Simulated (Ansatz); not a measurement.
`CNC[SiH2]Cl`, charge 0, multiplicity 1.

Give a relaxed structure at PBE0-D4/def2-TZVP (Ansatz 0.2.0). (An estimate is asked.)

Computed: 
Z-matrix (Å, degrees):
```
C
N 1 1.447
H 1 1.091 2 109.4
H 1 1.103 2 113.9 3 -121.6
H 1 1.093 2 110.1 3 117.9
C 2 1.450 1 114.0 3 174.0
H 2 1.012 1 109.5 3 51.0
Si 6 1.880 2 114.6 1 72.0
H 6 1.097 2 108.6 1 -172.2
H 6 1.106 2 114.1 1 -53.8
Cl 8 2.066 6 112.2 2 -83.0
H 8 1.485 6 108.8 2 159.9
H 8 1.482 6 111.3 2 37.6
```
This is one stationary point; other conformers may exist.
